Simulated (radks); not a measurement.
Q: Method: non-relativistic Kohn-Sham, LDA (Slater exchange, Perdew-Wang correlation), spin-polarised, spherical densities, point nucleus; open shells are filled with parallel spins first; computed with a radial shooting solver on a logarithmic mesh with Libxc functionals. Response by self-consistent Sternheimer equations with the Hartree and adiabatic LDA kernel. Rank Kr, Kr4+, Kr2+, Kr5+, Kr+, Kr6+, Kr3+ (NIST ground configurations) by static dipole polarisability, largest first.

A: Kr 18.04, Kr+ 11.00, Kr2+ 7.553, Kr3+ 5.541, Kr4+ 4.302, Kr5+ 3.444, Kr6+ 2.845 bohr^3.
